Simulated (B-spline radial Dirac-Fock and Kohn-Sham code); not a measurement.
# Magnetic form factor of the 4f shell of Au²⁴⁺

System: Au²⁴⁺, [Kr] 4d10 4f9.

Model: Dirac-Fock orbitals of the configuration average with a finite nucleus. Program: a radial B-spline solver. ⟨j_K⟩ is the integral of the 4f radial density with the spherical Bessel function j_K(4πsr), s = sin θ/λ.

Hund's rules give S = 5/2, L = 5, J = 15/2 for 4f9, so g = 1.333, and the dipole approximation is F = ⟨j0⟩ + C₂⟨j2⟩ with C₂ = (2 − g)/g = 0.500.

| s (Å⁻¹) | ⟨j0⟩ | ⟨j2⟩ | ⟨j4⟩ | ⟨j6⟩ | F (dipole) |
| --- | --- | --- | --- | --- | --- |
| 0 | 1.0000 | 0.0000 | 0.0000 | 0.0000 | 1.0000 |
| 0.05 | 0.9960 | 0.0016 | 0.0000 | 0.0000 | 0.9968 |
| 0.1 | 0.9842 | 0.0063 | 0.0000 | 0.0000 | 0.9874 |
| 0.15 | 0.9649 | 0.0139 | 0.0001 | 0.0000 | 0.9719 |
| 0.2 | 0.9385 | 0.0243 | 0.0002 | 0.0000 | 0.9506 |
| 0.25 | 0.9055 | 0.0370 | 0.0006 | 0.0000 | 0.9240 |
| 0.3 | 0.8669 | 0.0516 | 0.0012 | 0.0000 | 0.8927 |
| 0.35 | 0.8233 | 0.0677 | 0.0021 | 0.0000 | 0.8572 |
| 0.4 | 0.7758 | 0.0848 | 0.0035 | 0.0001 | 0.8182 |
| 0.45 | 0.7252 | 0.1024 | 0.0054 | 0.0002 | 0.7764 |
| 0.5 | 0.6726 | 0.1199 | 0.0078 | 0.0003 | 0.7326 |
| 0.6 | 0.5646 | 0.1533 | 0.0143 | 0.0009 | 0.6413 |
| 0.7 | 0.4585 | 0.1819 | 0.0232 | 0.0019 | 0.5494 |
| 0.8 | 0.3594 | 0.2036 | 0.0341 | 0.0037 | 0.4612 |
| 0.9 | 0.2709 | 0.2175 | 0.0464 | 0.0063 | 0.3796 |
| 1 | 0.1949 | 0.2236 | 0.0592 | 0.0098 | 0.3067 |
| 1.1 | 0.1321 | 0.2225 | 0.0717 | 0.0142 | 0.2433 |
| 1.2 | 0.0820 | 0.2153 | 0.0833 | 0.0195 | 0.1896 |
| 1.4 | 0.0146 | 0.1886 | 0.1012 | 0.0315 | 0.1089 |
| 1.6 | -0.0196 | 0.1540 | 0.1107 | 0.0438 | 0.0573 |

Radial moments of the shell: ⟨r²⟩ = 0.2156, ⟨r⁴⟩ = 0.07888, ⟨r⁶⟩ = 0.04422 in powers of bohr.

Values without a named source are computed, but for edge energies of neutral atoms, which are taken from tables.
